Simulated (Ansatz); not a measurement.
Born–Oppenheimer molecular dynamics of Cl3Ge2H5S (11 atoms, charge 0, multiplicity 1). It starts at the highest image of a converged band. Of that band: Neighbouring images differ by up to 1.6 eV, so the band resolves the path poorly. A vibrational analysis at the climbing image gives one clearly imaginary mode, 1032i cm⁻¹, and a faint second one (17i cm⁻¹) that may be numerical noise or a soft torsion: probably a first-order saddle point.

Level of theory: RKS PBE/def2-SVP (Ansatz).

| Property | Result |
| --- | --- |
| ensemble | NVE (velocity Verlet) |
| time step | 0.5 fs |
| steps asked | 200 |
| starting velocities drawn for | 300 K |
| seed | 10013 |

First frame:

```xyz
11
Properties=species:S:1:pos:R:3
Ge 0.446 0.294 0.077
Ge -0.236 0.099 2.879
H -1.688 -0.319 2.556
H 0.600 -1.084 3.424
H -0.268 1.243 3.942
Cl 1.796 0.022 -1.638
Cl -1.326 1.387 -0.538
Cl -0.095 -1.863 0.255
S 1.733 2.314 0.870
H 2.836 1.563 1.158
H 0.806 1.225 1.829
```

Problem. How far do the bonds stretch over the last three quarters of this one trajectory? (Pairs bonded in most of those frames.)

Solution. 
```
   bond  mean (Å)  spread (Å)  shortest  longest
Ge1–Cl6     2.205       0.054      2.11     2.27
Ge1–Cl7     2.181       0.020      2.15     2.21
Ge1–Cl8     2.202       0.064      2.09     2.27
 Ge1–S9     2.268       0.122      2.11     2.51
 Ge2–H3     1.548       0.030      1.50     1.60
 Ge2–H4     1.556       0.036      1.50     1.62
 Ge2–H5     1.555       0.018      1.52     1.59
Ge2–H11     1.559       0.078      1.44     1.69
 S9–H10     1.369       0.004      1.36     1.38
```

Pairs bonded in part of these frames only: Ge1–H11 7 %.

Mean temperature of the second half: 1255 K. The conserved energy stayed within 0.062 meV per atom of its start (net change -0.016 meV per atom), so the integration is sound. The kinetic energy rose, since the run started high on the potential surface and went downhill. It ends in pieces (Cl3GeHS + GeH4), so much of that is their flight and rotation, not heat. A run of 0.1 ps of so small a system gives no equilibrium averages. The orbitals stay closed-shell, which can raise the energy where a bond breaks towards radicals; this wasn't checked here.

The run took 6.7 min on 4 threads of Intel(R) Xeon(R) Platinum 8259CL CPU @ 2.50GHz (Skylake/Cascade Lake) (shared host), peak memory 0.31 GiB.
